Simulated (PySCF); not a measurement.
# Ionisation energy of Cu by level of theory

Cu [Ar] 3d10 4s1 (2S) → Cu⁺ [Ar] 3d10 (1S), as a difference of total energies. Calculation: PySCF 2.14, in aug-cc-pVDZ-DK (7s6p4d2f, 59 functions); the spin-free X2C one-electron Hamiltonian (Gaussian nucleus). Correlated levels: valence: [Ar] frozen. The calculations carry no spin-orbit coupling.

```
           method  ionisation energy (eV)
              UHF                   6.588
           M06-2X                   7.823
             BP86                   8.600
    MP2 (valence)                   7.630
SCS-MP2 (valence)                   7.471
```

Question: How much does correlation contribute at MP2 (valence)?

Answer: 7.630 − (6.588) = 1.042 eV, measured against UHF.

Errors of the correlated levels include the incompleteness of this basis and the frozen core.

For comparison: 7.726 eV (measured; NIST Atomic Spectra Database, ionization energies).
